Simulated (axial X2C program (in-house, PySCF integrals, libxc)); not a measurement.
## CsAs: from the spin-free to the two-component result

Calculated with an in-house relativistic program for diatomic molecules. Spin-free means the one-electron spin-free X2C Hamiltonian; two-component (2c) means X2C with spin–orbit coupling and atomic mean-field two-electron Coulomb and Gaunt terms, so the difference of the two also holds small scalar two-electron terms. Basis: Cs dyall-cv3z [15s15p9d4f1g], As dyall-cv3z [9s9p6d4f1g] (cores contracted in-house); Gaussian nuclei, density fitting, unrestricted open shells. Masses: Cs 132.905 u, As 74.922 u.

Spin-free state: M_S = 1, Λ = 0 (beyond evenly filled blocks: π+α, π-α); fragments Cs + As.

```
  level  Re (Å)  ωe (cm⁻¹)  De (eV)   μ (D)
   PBE0   3.371      115.8    1.331   -9.91
     HF   3.508      109.4    0.323  -12.31
    MP2   3.403      116.9    0.940     n/a
   CCSD   3.422      115.7    1.015     n/a
CCSD(T)   3.417      115.7    1.034     n/a
    LDA   3.303      120.4    1.684   -8.51
```

Correlated methods: 14 electrons correlated (number of frozen shells: Cs 4 s, 3 p, 2 d; As 3 s, 2 p, 1 d), 330 virtual spin orbitals or spinors in MP2, 89 natural virtuals in coupled cluster.

Dipoles are positive if As is the positive end.

Two-component determinant lowest at the distance of the search:

Ω = 1 (⟨Sz⟩ = 0.97, ⟨Lz⟩ = 0.03 at HF); fragments Cs + As.

```tsv
level	Re (Å)	ωe (cm⁻¹)	De (eV)	μ (D)
PBE0	3.369	115.9	1.329	-9.90
HF	3.503	109.3	0.329	-12.30
MP2	3.405	117.4	0.936	n/a
CCSD	3.419	115.7	1.018	n/a
CCSD(T)	3.414	115.7	1.037	n/a
LDA	3.300	120.3	1.681	-8.51
```

**Question.** From the two tables, how do the constants change at the CCSD(T) level (2c against spin-free)?

**Answer.** At the CCSD(T) level Re drops by 0.003 Å and ωe doesn't move by more than 0.2 cm⁻¹; De changes by 0.003 eV.

The state is a single determinant with fixed occupations, the lowest that a limited PBE0 search found. Dissociation energies refer to the lowest single-determinant-based atoms at the same level and basis. Density functionals use the spin component along the axis (collinear). CCSD and (T) use frozen natural virtuals with an MP2 correction for the truncation; (T) itself is uncorrected, so its De runs slightly low. Other states lie close and PBE0, whose exact exchange favours high spin, may order them wrongly; the determinant shown need not be the ground state. The nearest other spin-free determinant of the search, M_S = 1, Λ = 1, lies 0.34 eV up at the distance of the search. With several unpaired electrons one determinant need not be a pure state. Open-shell Ω = 0 determinants with evenly filled partner blocks cannot be reached by this program, so the Ω shown need not be the lowest component. This is the Ω = 1 component of a π² triplet; the 0⁺ component is not one determinant and can lie lowest.
